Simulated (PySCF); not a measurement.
# RuO₃⁺, doublet: computed properties

These are results of UB3LYP/[Ru def2-SVP with ECP28, O def2-SVP], scalar-relativistic core potentials, density fitting, no spin–orbit coupling, PySCF, not measurements.

The structure is a minimum.

- Point group: C3v
- Bond lengths: Ru–O 1.657 Å (×3)
- Bond angles: O–Ru–O 113.0° (×3)
- Heat capacity Cp at 298.15 K: 59.1 J/(mol K)
- Entropy at 298.15 K and 1 bar (electronic part: spin only): 290.9 J/(mol K)
- Rotational symmetry number: 3
- Lowest empty level (β): -13.43 eV
- Dipole moment about the centre of mass: 2.02 D
- Zero-point energy: 23.1 kJ/mol
- Enthalpy at 298.15 K above 0 K: 13.55 kJ/mol
- Principal polarisabilities: 20.3, 38.8, 38.8 bohr³
- Rotational constants: 0.2494, 0.2494, 0.138 cm⁻¹
- Highest occupied level (α): -16.40 eV
- Principal quadrupole moments (Buckingham, traceless) about the centre of mass: -1.08, -1.08, 2.16 D Å
- Spin squared ⟨S²⟩: 0.772

Harmonic modes (masses in u: Ru 101.904, O 15.995):
| symmetry | ω (cm⁻¹) | IR (km/mol, summed over degenerate members) | type |
| --- | --- | --- | --- |
| a1 | 237 | 17.9 | bend |
| e | 331 | 2.0 | bend |
| e | 984 | 95.5 | stretch |
| a1 | 1000 | 2.2 | stretch |

In C3v the vibrations span 2a1 + 2e.

Charges (e):
```tsv
atom	Mulliken	Löwdin	polar tensor	spin (Mulliken)	Mayer order to Ru1
Ru1	1.38	0.61	1.72	0.63	–
O2,3,4	-0.13	0.13	-0.24	0.12	1.90
```

Mulliken populations on Ru1 (electrons outside its core potential): s 2.27, p 6.45, d 5.85, f 0.06.

Outer orbital energies (eV). α occupied: -21.47, -21.23, -21.23, -18.27, -17.97, -17.97, -17.36, -16.40; empty: -12.91, -12.91, -9.95, -9.95. β occupied: -22.00, -21.03, -21.03, -20.45, -18.14, -17.54, -17.54, -17.44; empty: -13.43, -12.55, -12.55, -9.75.

Formally Ru is in oxidation state +7, d1, with 1 unpaired electron. The Mulliken spin on Ru is 0.63. The polar-tensor charge on Ru, 1.72, is far below the formal one.

This need not be the most stable arrangement of these atoms. With open d or f shells other occupations or spin states may lie lower.

The final relaxation and frequency run took about 70 core-seconds on a shared host.
